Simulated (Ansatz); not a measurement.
`N[SiH](C=O)CO`, relaxed with RKS PBE-D4/def2-SVP in Ansatz 0.2.0 from a rough embedded geometry. The force threshold is 0.03 eV/Å; the program also tests the step.

Charge 0, multiplicity 1.

Start:

```xyz
13

N     0.516    1.288    1.272
Si    0.286   -0.229    0.530
C     1.887   -1.009    0.006
O     1.859   -1.970   -0.856
C    -0.918   -0.093   -0.927
O    -2.050    0.762   -0.760
H    -0.371    1.818    1.026
H     0.480    1.190    2.238
H    -0.342   -1.012    1.586
H     2.832   -0.717    0.508
H    -0.334    0.293   -1.818
H    -1.272   -1.117   -1.201
H    -2.574    0.795   -1.604
```

| step | energy (eV) | largest force (eV/Å) | largest move (Å) |
| --- | --- | --- | --- |
| 1 | -15627.5537 | 3.303 | 0.000 |
| 2 | -15628.0841 | 2.389 | 0.193 |
| 3 | -15628.0906 | 2.446 | 0.145 |
| 4 | -15628.1606 | 1.934 | 0.200 |
| 5 | -15628.2680 | 0.387 | 0.102 |
| 6 (rejected) | -15628.2674 | 0.345 | 0.143 |
| 7 | -15628.2813 | 0.171 | 0.066 |
| 8 | -15628.2832 | 0.171 | 0.068 |
| 9 | -15628.2853 | 0.050 | 0.027 |
| 10 | -15628.2862 | 0.140 | 0.094 |
| 11 (rejected) | -15628.2860 | 0.297 | 0.052 |
| 12 | -15628.2876 | 0.047 | 0.026 |
| 13 | -15628.2880 | 0.045 | 0.080 |
| 14 | -15628.2888 | 0.062 | 0.022 |
| 15 | -15628.2889 | 0.052 | 0.008 |
| 16 (rejected) | -15628.2884 | 0.164 | 0.038 |
| 17 | -15628.2891 | 0.016 | 0.019 |
| 18 | -15628.2893 | 0.046 | 0.042 |
| 19 | -15628.2893 | 0.017 | 0.004 |

End:

```xyz
13

N     0.345    1.281    1.230
Si    0.162   -0.334    0.596
C     1.854   -1.090    0.027
O     1.897   -2.223   -0.427
C    -0.873   -0.090   -0.988
O    -1.982    0.730   -0.623
H    -0.467    1.873    1.012
H     0.629    1.426    2.202
H    -0.486   -1.362    1.494
H     2.799   -0.449    0.065
H    -0.225    0.388   -1.764
H    -1.173   -1.088   -1.391
H    -2.481    0.939   -1.434
```

Run time 40 s (2 threads of an AMD EPYC 7R13 on a shared host); peak host memory 0.2 GiB.
